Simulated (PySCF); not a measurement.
Match the calculated data to a structure.

All candidates are C4H8F2O2Si.

| technique | computed result |
| --- | --- |
| NMR, other nuclei | isotropic shieldings of nuclei other than C and H, by class: 156 (1 O), 241 (1 O), 268 (1 F), 275 (1 F), 359 (1 Si) ppm [GIAO KT3/pcSseg-1] |
| Dipole | 3.17 D [CAM-B3LYP/def2-SVPD] |
| Triplet | lowest triplet excitation (Tamm–Dancoff): 7.15 eV [TDA CAM-B3LYP/def2-SVPD] |
| Polarisability | 79.4 au [CAM-B3LYP/def2-SVPD] |
| UV, strongest line | among the 10 lowest singlet transitions: S8 at 9.11 eV (136 nm, f = 0.057) [TDDFT CAM-B3LYP/def2-SVPD] |
| Valence photoelectron | vertical ionisation energy: 10.93 eV [ΔSCF CAM-B3LYP/def2-SVPD] |
| Rotational structure | rotational constants A, B, C: 2.748, 0.815, 0.773 GHz [PBE0-D3(BJ)/def2-SVP] |
| 1H NMR | chemical shifts (computed TMS as zero) by class: 6.36 (1 H), 5.60 (1 H), 5.02 (1 H), 4.89 (1 H), 2.27 (1 H), 1.57 (1 H), 1.42 (1 H), 0.88 (1 H) ppm [GIAO KT3/pcSseg-1] |
| 13C NMR | chemical shifts (computed TMS as zero) by class: 117.8 (1 C), 99.6 (1 C), 35.0 (1 C), 6.7 (1 C) ppm [GIAO KT3/pcSseg-1] |
| UV, first state | lowest singlet excitation: 7.56 eV (164 nm, f = 0.004) [TDDFT CAM-B3LYP/def2-SVPD] |

The electronic properties come from PySCF, for the isolated species, density fitting. Levels stand in brackets. Geometry: PBE0-D3(BJ)/def2-SVP, one conformer, isolated molecule. NMR values are class means; diastereotopic atoms form classes of their own.

**Question.** Which candidate is it?
A. `FC[C@@H]1O[SiH2]O[C@H]1CF`
B. `FC(F)O[C@H]1CC[SiH2]O1`
C. `O=C(O[SiH3])C(CF)CF`

**Answer.** B. It is `FC(F)O[C@H]1CC[SiH2]O1`. Numbering: `[F:1][CH:2]([F:3])[O:4][C@H:5]1[CH2:6][CH2:7][SiH2:8][O:9]1`. Its formula, C4H8F2O2Si, gives 1 degree of unsaturation: 1 ring and 0 π bonds in the structure found. 4 carbons fall into 4 classes; from least to most shielded: CHF2 carbon [C2] (117.8 ppm), sp3 carbon bearing two oxygens [C5] (99.6 ppm), ring CH2 carbon [C6] (35.0 ppm), ring sp3 carbon bound to silicon [C7] (6.7 ppm). Hydrogen classes from least to most shielded: 1 H on a CHF2 carbon, C2 (6.36 ppm), 1 H on an sp3 carbon bearing two oxygens, C5 (5.60 ppm), 1 H on an oxygen-bound silicon, Si8 (5.02 ppm), 1 H on an oxygen-bound silicon, Si8 (4.89 ppm), 1 H on a ring CH2 carbon, C6 (2.27 ppm), 1 H on a ring CH2 carbon, C6 (1.57 ppm), 1 H on an sp3 carbon bound to silicon, C7 (1.42 ppm), 1 H on an sp3 carbon bound to silicon, C7 (0.88 ppm). The other shieldings belong to: 156 ppm, ether oxygen [O4]; 241 ppm, silyl ether oxygen [O9]; 268 ppm, fluorine of a CF2 group [F1]; 275 ppm, fluorine of a CF2 group [F3]; 359 ppm, oxygen-bound silicon [Si8]. The first electron is taken from the HOMO, whose largest Löwdin shares are 0.33 on the silyl ether oxygen, 0.17 on the oxygen-bound silicon, 0.13 on an Si–H hydrogen and 0.11 on the ether oxygen. The optimised geometry has point group C1 and is an asymmetric top.

The others, at the same levels:
- `FC[C@@H]1O[SiH2]O[C@H]1CF` fails: it has 2 carbon classes against 4; its computed 13C shifts are 85.2 (2 C), 76.1 (2 C) ppm, 1H shifts are 5.09 (2 H), 4.44 (2 H), 4.38 (2 H), 4.12 (2 H) ppm and lowest singlet excitation is 7.16 eV (173 nm, f = 0.001) (against 7.56 eV).
- `O=C(O[SiH3])C(CF)CF` fails: it has 3 carbon classes against 4; its computed 13C shifts are 164.1 (1 C), 78.9 (2 C), 48.1 (1 C) ppm, 1H shifts are 4.86 (2 H), 4.83 (2 H), 4.74 (3 H), 2.44 (1 H) ppm and lowest singlet excitation is 5.87 eV (211 nm, f = 0.001) (against 7.56 eV).

Each candidate is one conformer, not necessarily the lowest. Dipoles, sizes and rotational constants follow the conformer. The torsions of the flexible species, by atom-mapped SMILES:
- `[O:1]=[C:2]([O:3][SiH3:4])[CH:5]([CH2:6][F:7])[CH2:8][F:9]`: O1–C2–O3–Si4 -1°, O1–C2–C5–C6 7°, C2–C5–C6–F7 -175°, C2–C5–C8–F9 -59°

The conformers of `FC(F)O[C@H]1CC[SiH2]O1` and `FC[C@@H]1O[SiH2]O[C@H]1CF` aren't listed.
